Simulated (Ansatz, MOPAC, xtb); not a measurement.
Torsional profile of SMILES C=Cc1ccc(C=O)s1, singlet. Scanned: dihedral S9–C6–C7–O8; all other coordinates were relaxed at B3LYP-D3(BJ)/def2-SVP. Points at φ and −φ are mirror images. Heavy atoms are numbered in the order of the SMILES C=Cc1ccc(C=O)s1, hydrogens after them in the order of the atoms that carry them; the mirror image has the same energies with the sign of each dihedral reversed. Each profile is relative to its own lowest point.

| φ / ° | A | B | C |
|---|---|---|---|
| -165 | 1.1 | 0.5 | 0.0 |
| -135 | 4.7 | 1.7 | 3.1 |
| -105 | 8.8 | 2.3 | 7.1 |
| -75 | 8.8 | 2.2 | 7.2 |
| -45 | 4.4 | 1.3 | 3.4 |
| -15 | 0.0 | 0.0 | 0.4 |
| 15 | 0.0 | 0.0 | 0.4 |
| 45 | 4.4 | 1.3 | 3.4 |
| 75 | 8.8 | 2.2 | 7.2 |
| 105 | 8.8 | 2.3 | 7.1 |
| 135 | 4.7 | 1.7 | 3.1 |
| 165 | 1.1 | 0.5 | 0.0 |

Energies in kcal/mol.

### Question
Which curve belongs to which method? The methods are GFN1-xTB // B3LYP-D3(BJ)/def2-SVP in xtb; MOPAC with PM7, restricted, heats of formation // B3LYP-D3(BJ)/def2-SVP; RHF/cc-pVDZ // B3LYP-D3(BJ)/def2-SVP (Ansatz, a first-principles code).

### Answer
A is RHF/cc-pVDZ; B is PM7; C is GFN1-xTB.
